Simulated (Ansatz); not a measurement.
Input file for Ansatz (a quantum-chemistry and plane-wave program): U-B2PLYP/def2-TZVPP on CF2 (SMILES F[C]F), 2S+1 = 3, a spin state set in the input, which need not be the lowest.

Ansatz 0.2 input:
```yaml
crystal:
  periodic: [false, false, false]
  atoms:
    - {symbol: F, position_ang: [-1.13872194, -0.16682263, 0.00000000]}
    - {symbol: C, position_ang: [-0.00049114, 0.49709214, 0.00000000]}
    - {symbol: F, position_ang: [1.13904936, -0.16457213, 0.00000000]}
basis:
  gaussian:
    orbitals: def2-TZVPP
hamiltonian:
  xc: {name: B2PLYP}
magnetization: {spin_polarized: true, initial_magnetization: 2}
correlation: {electrons: outside_noble_gas}
```

The head of its log:

```
WARN ansatz: RAYON_NUM_THREADS=2 ignored (pool sized by the plan → 2); use --threads N
Functional definition: B2PLYP
integrals: 0.05 GiB planned
630 factors; integrals over basis functions are off by at most 4.2e-4 eV
mean field: 0.30 GiB planned
mean field evaluation 1: about -6458.5901 eV, gradient 1.6e1 eV
mean field evaluation 2: about -6458.6620 eV, gradient 1.6e1 eV
mean field evaluation 4: about -6459.7197 eV, gradient 3.0e0 eV
mean field evaluation 8: about -6459.7902 eV, gradient 3.1e-1 eV
mean field evaluation 16: about -6459.7916 eV, gradient 1.7e-4 eV
mean field -6459.79163196 eV, -237.3929638705 hartree, gradient 7.9e-6 eV, S^2 2.005419; 0 other end points of the search recorded, 0 dependent functions left out
3 core orbitals not correlated
reference -6459.79172800 eV, -237.3929673999 hartree; 10, 8 occupied and 80, 82 virtual orbitals, 630 factors
```

**Question.** Give the final energy of this run.

**Answer.** -237.5854 hartree.
